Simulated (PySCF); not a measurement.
Level of theory: PySCF with M06-2X/def2-TZVP // B3LYP-D3(BJ)/def2-TZVP. All species are isolated molecules in the gas phase. Delta-SCF ions had no search for a lower state. Excitations are Tamm–Dancoff values on a coarser integration grid. The basis has no diffuse functions, so Rydberg states are missing or too high.

Reference species (SMILES): `[SiH3][Al]([SiH3])[SiH3]` (neutral, multiplicity 1).

- vertical ionisation energy (Delta-SCF) = 9.00 eV
- HOMO–LUMO gap = 6.25 eV
- S1–T1 gap (TDA) = 0.44 eV

Changed species: `[Br][Al]([Br])[Br]` (0 of 3 Br replaced by SiH3; the reference has 3 of 3 Br replaced by SiH3).

Question: What does the change do to the vertical ionisation energy (Delta-SCF), HOMO–LUMO gap and S1–T1 gap (TDA)?

Answer: the vertical ionisation energy (Delta-SCF) increases by 1.98 eV, to 10.98 eV; the HOMO–LUMO gap goes up by 2.64 eV, to 8.89 eV; the S1–T1 gap (TDA) falls by 0.17 eV, to 0.27 eV.
